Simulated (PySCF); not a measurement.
F3OSi, SMILES [O][Si](F)(F)F, multiplicity 2. Atoms are numbered in the order given.

```xyz
5

O     -1.0617     1.3186     0.0000
Si    -0.0060     0.0248     0.0000
F     -0.9249    -1.2777     0.0000
F      0.9390     0.0335    -1.2839
F      0.9390     0.0335     1.2839
```
Charge 0, spin multiplicity 2.

Geometry: B3LYP-D3(BJ)/def2-SVP. The isomer is the one that the SMILES or the coordinates give; other isomers of the formula were not compared.

Level of theory: TDA-PBE/def2-SVPD in PySCF.

Vertical excitations. Isolated molecule, no solvent.

**Question.** List the lowest excited states. (Estimate from the structure and the level; the computed values follow.)

**Answer.** 
```csv
state,energy (eV),λ (nm),f,main pairs
root 1,0.45,2742,0.000,β HOMO→LUMO 100 %
root 2,2.20,563,0.000,β HOMO−1→LUMO 99 %
root 3,2.77,448,0.001,β HOMO−2→LUMO 100 %
root 4,3.22,385,0.001,β HOMO−3→LUMO 99 %
root 5,3.49,355,0.015,β HOMO−4→LUMO 93 %
root 6,3.81,325,0.002,β HOMO−6→LUMO 99 %
root 7,3.83,323,0.007,β HOMO−5→LUMO 93 %
root 8,4.46,278,0.009,β HOMO−7→LUMO 97 %
root 9,5.26,236,0.001,β HOMO−8→LUMO 100 %
root 10,5.47,227,0.021,β HOMO−9→LUMO 98 %
```
Unrestricted roots are not spin-pure.
